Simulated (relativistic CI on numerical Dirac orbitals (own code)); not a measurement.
Method of calculation: Dirac-Coulomb-Breit CI, KLI orbitals optimised for each configuration, a model potential for QED, unscaled Slater integrals (own radial code, finite nucleus).

The strongest absorption lines from the ground level of an ion, among the configurations computed and to levels below about 8030 eV (vacuum wavelength in nm, gf): 0.15497 (0.25), 0.20027 (0.38), 0.20096 (0.15), 0.20115 (0.16), 0.20355 (1.1), 0.20522 (0.52), 1.8615 (0.22), 1.8630 (0.14).

Question: Which ion is it?
A. Tb LXI
B. La LI
C. In XLV
D. La LIII

Answer: D. La LIII has 5 electrons and the ground level 2s²2p ²P°1/2; the strongest line goes to 2s²3d ²D3/2. The pattern of lines fixes the number of electrons, and along that sequence the line energies rise steadily with the charge (about as its square where n changes within one kind of shell, about linearly where n is kept but much faster in heavy ions where fine structure, which grows about as Z⁴, sets the gap, and irregularly where shells cross), which fixes Z. Configurations outside the model, such as inner-shell arrays, can give stronger lines. At this charge energies of transitions that change n are usually good to better than 1 %, and those within a shell (Δn = 0) to a few per cent.

LS names give the leading component of a level, which can be under half, so a name can repeat, a term be missing and a line seem to break the LS rules.
